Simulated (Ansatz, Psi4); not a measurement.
Two rigid molecules brought together: HCl3Ge ··· HCl (SMILES [Cl][GeH]([Cl])[Cl] and Cl). Monomers: optimised at B3LYP-D3(BJ) (def2-TZVP), held rigid. Orientation: lowest of the rigid-body minima from ten starts at GFN2-xTB. The monomers approach along the line of their centres of mass (distance R); nothing else relaxes.

- PBE/def2-TZVP, counterpoise-corrected (Psi4)
- PBE-D3(BJ)/def2-TZVP, counterpoise-corrected (Psi4)
- PBE0-D3(BJ)/def2-TZVP, counterpoise-corrected (Psi4)
- CCSD(T)/aug-cc-pVDZ = Ansatz (a program for electronic structure) with CCSD(T) on RHF/aug-cc-pVDZ, cores with 3d frozen, counterpoise-corrected

Interaction energies in kcal/mol; the last columns give the difference from CCSD(T):

```
R / Å  PBE/def2-TZVP  PBE-D3(BJ)/def2-TZVP  PBE0-D3(BJ)/def2-TZVP  CCSD(T)/aug-cc-pVDZ  PBE/def2-TZVP − CCSD(T)/aug-cc-pVDZ  PBE-D3(BJ)/def2-TZVP − CCSD(T)/aug-cc-pVDZ  PBE0-D3(BJ)/def2-TZVP − CCSD(T)/aug-cc-pVDZ
-----  -------------  --------------------  ---------------------  -------------------  -----------------------------------  ------------------------------------------  -------------------------------------------
3.07           11.53                  9.36                   9.30                13.95                                -2.42                                       -4.58                                        -4.65
3.33            4.61                  2.67                   2.57                 5.14                                -0.53                                       -2.47                                        -2.58
3.50            2.24                  0.45                   0.36                 2.16                                 0.08                                       -1.71                                        -1.80
3.69            0.75                 -0.86                  -0.93                 0.33                                 0.42                                       -1.19                                        -1.26
3.93           -0.14                 -1.51                  -1.56                -0.70                                 0.56                                       -0.81                                        -0.86
4.22           -0.48                 -1.57                  -1.60                -1.01                                 0.53                                       -0.56                                        -0.59
4.52           -0.49                 -1.32                  -1.35                -0.93                                 0.44                                       -0.39                                        -0.42
5.02           -0.33                 -0.84                  -0.86                -0.62                                 0.29                                       -0.22                                        -0.24
5.72           -0.16                 -0.40                  -0.42                -0.32                                 0.16                                       -0.08                                        -0.10
6.68           -0.06                 -0.16                  -0.17                -0.14                                 0.08                                       -0.02                                        -0.03
8.01           -0.03                 -0.06                  -0.07                -0.06                                 0.03                                        0.00                                        -0.01
```

PBE/def2-TZVP is furthest from CCSD(T)/aug-cc-pVDZ at 3.07 (-2.42 kcal/mol, below); its mean absolute difference over the points is 0.50 kcal/mol.

PBE-D3(BJ)/def2-TZVP is furthest from CCSD(T)/aug-cc-pVDZ at 3.07 (-4.58 kcal/mol, below); its mean absolute difference over the points is 1.10 kcal/mol.

PBE0-D3(BJ)/def2-TZVP is furthest from CCSD(T)/aug-cc-pVDZ at 3.07 (-4.65 kcal/mol, below); its mean absolute difference over the points is 1.14 kcal/mol.
